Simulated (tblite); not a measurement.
A geometry optimisation, step by step.

Compound: C5H7BCl2S2.
Atom-mapped SMILES: `[CH:1]#[C:2][C@H:3]([S:4][CH2:5][S:6][CH3:7])[B:8]([Cl:9])[Cl:10]` (hydrogens: H11 on C1; H12 on C3; H13, H14 on C5; H15, H16, H17 on C7)

Computed with GFN2-xTB (tblite), gas phase: L-BFGS steps from a force-field or distance-geometry start until the largest atomic force falls under 0.01 eV/Å. 11 of its 218 geometries are shown.

Step 0: E = -844.4266 eV, largest atomic force 2.332 eV/Å
```
atom  x, y, z in Å  |  force x, y, z in eV/Å
C1     -1.943   -2.370    0.682    0.154   1.287  -0.635
C2     -1.860   -1.285    0.134    0.214  -2.044   0.935
C3     -1.710    0.005   -0.519   -1.318  -0.659  -0.018
S4     -0.101    0.775   -0.301    0.704   0.966   0.602
C5      1.224   -0.173   -1.084   -0.104  -0.612  -0.701
S6      2.760    0.742   -0.767    0.353   0.037  -0.796
C7      3.215    0.754    0.968    0.294   0.655   1.716
B8     -2.762    1.039    0.122   -2.175   0.513  -0.666
Cl9    -4.105    0.315    1.142    1.360   1.001  -0.780
Cl10   -3.084    2.686   -0.663    0.475  -1.709   1.054
H11    -2.045   -3.319    1.173    0.076   0.806  -0.431
H12    -1.974   -0.157   -1.593    0.412   0.326   0.382
H13     1.252   -1.218   -0.746    0.067   0.308   0.085
H14     1.084   -0.150   -2.197    0.295   0.018   0.856
H15     2.978   -0.158    1.525   -0.077   0.064  -0.457
H16     2.740    1.616    1.521    0.282  -0.789  -0.722
H17     4.325    0.908    1.045   -1.014  -0.166  -0.426
```

Step 22: E = -845.3427 eV, largest atomic force 0.187 eV/Å
```
atom  x, y, z in Å  |  force x, y, z in eV/Å
C1     -1.831   -2.361    0.654    0.051   0.073  -0.016
C2     -1.729   -1.306    0.093    0.043   0.055   0.008
C3     -1.658    0.011   -0.507    0.018  -0.070   0.037
S4     -0.086    0.911   -0.006   -0.118  -0.052  -0.025
C5      1.153   -0.081   -0.923    0.020  -0.080  -0.017
S6      2.793    0.674   -0.914   -0.023  -0.009   0.005
C7      3.109    0.690    0.873   -0.005   0.007   0.069
B8     -2.859    0.975   -0.045    0.041  -0.034   0.057
Cl9    -3.978    0.428    1.128   -0.071   0.031   0.016
Cl10   -2.975    2.565   -0.658   -0.042   0.007  -0.065
H11    -1.925   -3.291    1.138    0.051   0.135  -0.119
H12    -1.608   -0.072   -1.601    0.087   0.017   0.111
H13     1.203   -1.065   -0.461    0.010  -0.063  -0.019
H14     0.854   -0.153   -1.968   -0.002   0.007   0.032
H15     2.833   -0.274    1.292   -0.002   0.024  -0.006
H16     2.527    1.491    1.320   -0.009  -0.055   0.036
H17     4.169    0.870    1.029   -0.049   0.008  -0.105
```

Step 43: E = -845.3792 eV, largest atomic force 0.088 eV/Å
```
atom  x, y, z in Å  |  force x, y, z in eV/Å
C1     -1.702   -2.340    0.612    0.009  -0.001   0.012
C2     -1.711   -1.255    0.107    0.023   0.008   0.001
C3     -1.659    0.073   -0.452   -0.001   0.014  -0.023
S4     -0.076    0.903    0.092    0.024  -0.048  -0.070
C5      1.110   -0.125   -0.874   -0.008   0.034   0.013
S6      2.757    0.611   -0.916   -0.036  -0.005   0.016
C7      3.100    0.651    0.864   -0.005  -0.006  -0.002
B8     -2.890    1.021   -0.052   -0.004   0.002   0.003
Cl9    -4.026    0.524    1.129    0.026   0.022   0.000
Cl10   -3.078    2.537   -0.828    0.000  -0.027   0.011
H11    -1.720   -3.295    1.044   -0.004  -0.018  -0.007
H12    -1.562    0.015   -1.542   -0.004  -0.008  -0.021
H13     1.161   -1.121   -0.430   -0.042   0.060   0.005
H14     0.772   -0.174   -1.908   -0.006  -0.007   0.046
H15     2.905   -0.330    1.285    0.026  -0.011   0.015
H16     2.466    1.402    1.327    0.000  -0.009   0.019
H17     4.145    0.914    0.984    0.002  -0.001  -0.017
```

Step 65: E = -845.3936 eV, largest atomic force 0.120 eV/Å
```
atom  x, y, z in Å  |  force x, y, z in eV/Å
C1     -1.619   -2.313    0.561    0.022  -0.056   0.069
C2     -1.688   -1.219    0.083    0.011   0.067  -0.065
C3     -1.690    0.101   -0.496   -0.117   0.007  -0.026
S4     -0.135    0.992    0.021    0.039   0.013  -0.040
C5      1.069   -0.113   -0.826   -0.020  -0.011  -0.008
S6      2.721    0.596   -0.887    0.045   0.023   0.055
C7      3.126    0.594    0.882   -0.007  -0.006   0.029
B8     -2.930    1.032   -0.075    0.081   0.049  -0.068
Cl9    -3.934    0.622    1.242   -0.014  -0.016   0.032
Cl10   -3.221    2.482   -0.950   -0.008  -0.067   0.024
H11    -1.580   -3.269    0.990   -0.023  -0.034   0.007
H12    -1.610    0.020   -1.587    0.005   0.039   0.031
H13     1.078   -1.067   -0.300    0.038   0.014  -0.021
H14     0.763   -0.240   -1.863   -0.040   0.002   0.041
H15     3.062   -0.420    1.265   -0.006  -0.008  -0.001
H16     2.438    1.251    1.410    0.013  -0.022  -0.040
H17     4.142    0.963    0.973   -0.020   0.006  -0.018
```

Step 87: E = -845.4005 eV, largest atomic force 0.046 eV/Å
```
atom  x, y, z in Å  |  force x, y, z in eV/Å
C1     -1.599   -2.274    0.555    0.005   0.026   0.000
C2     -1.668   -1.197    0.036   -0.014  -0.018   0.014
C3     -1.699    0.123   -0.542    0.014   0.026   0.003
S4     -0.144    1.038   -0.041   -0.007  -0.010  -0.001
C5      1.072   -0.104   -0.814    0.010   0.005  -0.012
S6      2.725    0.606   -0.868    0.007   0.002   0.003
C7      3.129    0.555    0.899    0.000   0.002   0.010
B8     -2.935    1.030   -0.077   -0.044  -0.010   0.008
Cl9    -3.807    0.660    1.349    0.027   0.010  -0.005
Cl10   -3.383    2.391   -1.015    0.000   0.005  -0.003
H11    -1.566   -3.223    1.000    0.001  -0.008  -0.013
H12    -1.637    0.064   -1.634    0.015  -0.024   0.008
H13     1.081   -1.036   -0.250    0.006   0.000   0.002
H14     0.776   -0.278   -1.847   -0.016   0.002  -0.020
H15     3.128   -0.477    1.239    0.008   0.015   0.006
H16     2.401    1.146    1.448   -0.002  -0.004  -0.007
H17     4.118    0.987    1.004   -0.009  -0.017   0.005
```

Step 108: E = -845.4050 eV, largest atomic force 0.071 eV/Å
```
atom  x, y, z in Å  |  force x, y, z in eV/Å
C1     -1.591   -2.272    0.552   -0.002   0.068  -0.020
C2     -1.649   -1.187    0.049   -0.006  -0.053   0.020
C3     -1.682    0.128   -0.541   -0.016   0.023  -0.012
S4     -0.127    1.057   -0.070   -0.007  -0.013   0.003
C5      1.087   -0.076   -0.864   -0.003  -0.003  -0.005
S6      2.753    0.606   -0.847   -0.007   0.013   0.003
C7      3.091    0.525    0.933   -0.004   0.000   0.000
B8     -2.917    1.033   -0.064   -0.006   0.011   0.008
Cl9    -3.572    0.851    1.508    0.019   0.004  -0.035
Cl10   -3.571    2.209   -1.126    0.021  -0.026   0.022
H11    -1.569   -3.227    0.983    0.014  -0.027   0.017
H12    -1.632    0.047   -1.632   -0.001   0.007   0.000
H13     1.066   -1.028   -0.336   -0.003   0.002   0.003
H14     0.810   -0.202   -1.908    0.004   0.003  -0.005
H15     3.107   -0.513    1.253   -0.008  -0.007   0.004
H16     2.325    1.084    1.463    0.001  -0.001   0.001
H17     4.062    0.980    1.088    0.004  -0.004  -0.003
```

Step 130: E = -845.4062 eV, largest atomic force 0.016 eV/Å
```
atom  x, y, z in Å  |  force x, y, z in eV/Å
C1     -1.576   -2.279    0.566   -0.008   0.013   0.004
C2     -1.653   -1.200    0.051    0.004  -0.013   0.003
C3     -1.687    0.113   -0.543    0.006   0.001   0.002
S4     -0.134    1.041   -0.065    0.006   0.008   0.000
C5      1.086   -0.067   -0.880    0.005   0.003  -0.004
S6      2.744    0.632   -0.841    0.005  -0.008  -0.003
C7      3.072    0.522    0.940   -0.002   0.001   0.004
B8     -2.908    1.032   -0.065   -0.008   0.011   0.001
Cl9    -3.539    0.885    1.518   -0.002  -0.007  -0.004
Cl10   -3.555    2.206   -1.133    0.000  -0.006   0.001
H11    -1.544   -3.230    1.007    0.008   0.001  -0.001
H12    -1.634    0.032   -1.634   -0.003  -0.003  -0.001
H13     1.071   -1.031   -0.373   -0.003   0.006  -0.006
H14     0.816   -0.171   -1.929   -0.004  -0.002   0.000
H15     3.054   -0.518    1.250   -0.002  -0.007  -0.006
H16     2.322    1.099    1.472   -0.003   0.005   0.008
H17     4.057    0.945    1.102    0.003  -0.002   0.002
```

Step 152: E = -845.4108 eV, largest atomic force 0.053 eV/Å
```
atom  x, y, z in Å  |  force x, y, z in eV/Å
C1     -1.363   -2.160    0.694    0.012   0.021  -0.009
C2     -1.523   -1.123    0.116   -0.007  -0.019   0.002
C3     -1.658    0.145   -0.557    0.031   0.011   0.007
S4     -0.134    1.176   -0.206   -0.019  -0.005  -0.007
C5      1.092    0.068   -1.014   -0.004   0.011  -0.003
S6      2.778    0.652   -0.777   -0.003  -0.017   0.010
C7      2.949    0.352    1.004   -0.003  -0.004   0.003
B8     -2.922    1.003   -0.075    0.004  -0.007   0.050
Cl9    -3.339    1.076    1.582    0.008  -0.013   0.000
Cl10   -3.854    1.867   -1.219   -0.010   0.030  -0.043
H11    -1.245   -3.077    1.189   -0.006  -0.006   0.009
H12    -1.649   -0.002   -1.642   -0.002  -0.019   0.000
H13     0.976   -0.929   -0.591    0.012   0.000   0.011
H14     0.907    0.062   -2.086    0.001   0.011  -0.017
H15     2.790   -0.703    1.212    0.002   0.012  -0.010
H16     2.229    0.965    1.538    0.001  -0.009  -0.001
H17     3.960    0.639    1.273   -0.016   0.001  -0.003
```

Step 174: E = -845.4150 eV, largest atomic force 0.086 eV/Å
```
atom  x, y, z in Å  |  force x, y, z in eV/Å
C1     -1.117   -2.030    0.881    0.010  -0.070   0.049
C2     -1.382   -1.062    0.229   -0.006   0.062  -0.044
C3     -1.620    0.136   -0.536   -0.007   0.005  -0.009
S4     -0.153    1.281   -0.315    0.010  -0.009  -0.005
C5      1.091    0.207   -1.144   -0.009  -0.002  -0.004
S6      2.780    0.668   -0.733    0.034   0.018  -0.017
C7      2.789    0.200    1.019   -0.004   0.006  -0.007
B8     -2.922    0.956   -0.092    0.032   0.001   0.001
Cl9    -3.401    0.985    1.550   -0.018   0.011  -0.006
Cl10   -3.817    1.827   -1.264    0.000   0.004   0.015
H11    -0.924   -2.893    1.446    0.002  -0.011   0.009
H12    -1.623   -0.096   -1.606   -0.018  -0.008  -0.002
H13     0.908   -0.817   -0.819   -0.015   0.003  -0.014
H14     0.984    0.308   -2.223    0.010   0.003   0.014
H15     2.440   -0.824    1.114    0.019   0.015   0.025
H16     2.149    0.883    1.571   -0.022  -0.026   0.009
H17     3.814    0.285    1.364   -0.019  -0.001  -0.014
```

Step 195: E = -845.4214 eV, largest atomic force 0.086 eV/Å
```
atom  x, y, z in Å  |  force x, y, z in eV/Å
C1     -1.061   -1.992    0.947   -0.003   0.038  -0.005
C2     -1.346   -1.041    0.276    0.029  -0.023   0.009
C3     -1.609    0.131   -0.523    0.080  -0.027   0.014
S4     -0.141    1.296   -0.376   -0.037  -0.018  -0.027
C5      1.111    0.230   -1.205   -0.014   0.030   0.024
S6      2.791    0.669   -0.722   -0.034   0.001   0.024
C7      2.718    0.149    1.014   -0.004  -0.042   0.009
B8     -2.897    0.967   -0.076   -0.042   0.008   0.013
Cl9    -3.402    0.979    1.560    0.019   0.004  -0.031
Cl10   -3.771    1.872   -1.240    0.019  -0.005   0.009
H11    -0.847   -2.833    1.538   -0.011   0.020  -0.022
H12    -1.634   -0.138   -1.584   -0.015   0.021   0.012
H13     0.904   -0.798   -0.912    0.015  -0.026  -0.019
H14     1.042    0.366   -2.282   -0.008  -0.005   0.006
H15     2.528   -0.921    1.057    0.013   0.014   0.011
H16     1.924    0.699    1.512    0.047  -0.002  -0.004
H17     3.681    0.377    1.459   -0.054   0.014  -0.025
```

Step 217: E = -845.4270 eV, largest atomic force 0.009 eV/Å
```
atom  x, y, z in Å  |  force x, y, z in eV/Å
C1     -0.802   -1.805    1.118    0.001   0.004  -0.002
C2     -1.175   -0.942    0.376    0.001  -0.003  -0.001
C3     -1.552    0.134   -0.506    0.000   0.000   0.002
S4     -0.168    1.402   -0.533   -0.002   0.001   0.000
C5      1.135    0.371   -1.325    0.004  -0.004  -0.001
S6      2.766    0.676   -0.619   -0.004  -0.006   0.005
C7      2.499   -0.060    1.017    0.000   0.003  -0.003
B8     -2.873    0.928   -0.068    0.001  -0.002  -0.002
Cl9    -3.300    1.063    1.582    0.002  -0.001  -0.002
Cl10   -3.845    1.676   -1.264    0.001   0.000   0.002
H11    -0.509   -2.575    1.766    0.000  -0.001   0.000
H12    -1.615   -0.226   -1.537   -0.004   0.004   0.002
H13     0.870   -0.673   -1.176    0.003   0.002   0.000
H14     1.192    0.624   -2.381    0.002  -0.001   0.002
H15     2.362   -1.133    0.914   -0.003   0.004   0.000
H16     1.624    0.399    1.469   -0.003   0.000   0.000
H17     3.383    0.152    1.608    0.002   0.000  -0.003
```

**Question.** Summarise the path.

**Answer.** The energy falls by 23.07 kcal/mol from step 0 to step 217; nine tenths of that is first reached at step 19. It rises by more than 0.2 meV at steps 138, 141, 144 and 198. The largest force goes from 2.332 to 0.009 eV/Å. Among the bonds B8–Cl10 changes most, from 1.852 to 1.713 Å; the atoms move by 1.051 Å rms after alignment.

**Question.** Follow the three bonds and two angles with the largest change from start to end.

**Answer.** 
```csv
step,E above end (kcal/mol),largest force (eV/Å),B8–Cl10 (Å),B8–Cl9 (Å),C3–S4 (Å),C5–S6–C7 (°),C3–S4–C5 (°)
0,23.07,2.332,1.852,1.836,1.797,112.8,112.2
9,5.82,0.472,1.715,1.721,1.878,108.2,108.1
19,2.30,0.316,1.717,1.714,1.873,100.1,100.7
28,1.55,0.136,1.713,1.712,1.862,99.0,98.6
38,1.23,0.141,1.713,1.710,1.863,99.2,98.5
47,1.06,0.097,1.711,1.710,1.868,98.9,98.4
57,0.89,0.040,1.713,1.710,1.870,100.1,97.3
66,0.73,0.083,1.716,1.708,1.867,99.6,97.7
75,0.65,0.026,1.713,1.710,1.872,99.2,98.0
85,0.62,0.036,1.713,1.710,1.872,99.4,97.8
94,0.58,0.025,1.713,1.710,1.872,99.8,97.6
104,0.52,0.048,1.714,1.712,1.871,99.5,97.7
113,0.50,0.030,1.712,1.710,1.870,99.4,97.8
123,0.48,0.012,1.713,1.710,1.871,99.5,97.9
132,0.48,0.021,1.713,1.711,1.871,99.5,97.9
142,0.43,0.050,1.712,1.708,1.871,99.4,97.7
151,0.39,0.033,1.713,1.711,1.873,99.5,97.4
160,0.34,0.023,1.713,1.709,1.873,99.6,97.4
170,0.30,0.044,1.713,1.710,1.874,99.1,97.0
179,0.24,0.050,1.714,1.710,1.874,99.2,97.2
189,0.20,0.039,1.714,1.711,1.873,99.0,97.4
198,0.11,0.183,1.714,1.711,1.879,98.3,98.1
208,0.01,0.042,1.714,1.710,1.877,98.7,98.3
217,0.00,0.009,1.713,1.710,1.877,98.7,98.6
```

The cost below is that of the whole relaxation. The run took 2.6 s on one thread, Arm Neoverse V1 (aarch64) (shared host).
